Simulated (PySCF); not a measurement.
COS, triplet, at a GFN2-xTB geometry (a higher spin typed on purpose: for a closed-shell molecule this is an excited state). Base run: BLYP/3-21G in PySCF.

PySCF was given this input:
```python
from pyscf import gto, scf, dft

mol = gto.Mole()
mol.atom = '''
    O    -1.61038921   -0.05734526   -0.06614538
    C    -0.58674147    0.48825900    0.14288258
    S     1.02522266   -0.15442449   -0.02050827
'''
mol.basis = '3-21g'
mol.spin = 2
mol.verbose = 4
mol.build()

mf = dft.UKS(mol)
mf.xc = 'blyp'
mf.kernel()
mf.analyze()
```

Each row names what was changed in the base input (with any setting that the change needs).

```csv
change,ΔE vs base (mEh),fitting functions,dipole (D)
base,0.000,-,0.74
auxbasis = cc-pvtz-ri,-13.413,284,0.74
auxbasis = def2-tzvp-ri,-14.758,265,0.74
auxbasis = autoaux,-0.457,260,0.74
auxbasis = default (with mf = mf.density_fit()),-0.235,280,0.74
auxbasis = def2-svp-ri,-657.4,158,0.73
auxbasis = even-tempered beta=3.0,-3.203,134,0.75
auxbasis = def2-universal-jkfit,-0.235,280,0.74
auxbasis = even-tempered beta=1.6,-0.359,299,0.74
auxbasis = def2-universal-jfit,-0.519,149,0.74
```

A fitting set is made for a task (jfit for Coulomb, jkfit for Coulomb and exchange, ri for correlation) and for a family of orbital bases.

Open shells are given as the SCF converged; they aren't shown to be the lowest states, and a large step between rows can be another state.
